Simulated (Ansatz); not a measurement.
`C=C=C([SiH3])Cl` and `C=C=C[SiH3]` differ in one atom or group.

Ansatz, PBE0-D4/def2-TZVP geometries, multiplicity 1. 

```csv
property,`C=C=C([SiH3])Cl`
HOMO energy (B3LYP/def2-TZVPP) / eV,-7.25
HOMO energy (ωB97M-V/def2-TZVPP) / eV,-9.64
HOMO energy (PBE/def2-TZVPP) / eV,-6.30
LUMO energy (B3LYP/def2-TZVPP) / eV,-1.12
size of the dipole moment (PBE/def2-TZVPP) / D,1.61
LUMO energy (ωB97M-V/def2-TZVPP) / eV,1.20
```

(1) Give the same properties after the change, and the shifts. (Estimate.)

Results:

(1) Ansatz gave: 
```
                                      property  `C=C=C[SiH3]`  shift
           HOMO energy (B3LYP/def2-TZVPP) / eV          -7.33  -0.08
         HOMO energy (ωB97M-V/def2-TZVPP) / eV          -9.75  -0.11
             HOMO energy (PBE/def2-TZVPP) / eV          -6.40  -0.10
           LUMO energy (B3LYP/def2-TZVPP) / eV          -0.42   0.70
size of the dipole moment (PBE/def2-TZVPP) / D           0.55  -1.06
         LUMO energy (ωB97M-V/def2-TZVPP) / eV           1.87   0.67
```

With PBE0 the HOMO falls by 0.07 eV and the LUMO rises by 0.72 eV, so the gap widens by about 0.79 eV. PBE moves the HOMO by -0.10 eV and ωB97M-V by -0.11 eV. Dipoles are sizes alone; their direction can turn.

B3LYP here is the variant with VWN-RPA as its local correlation; programs differ in this.
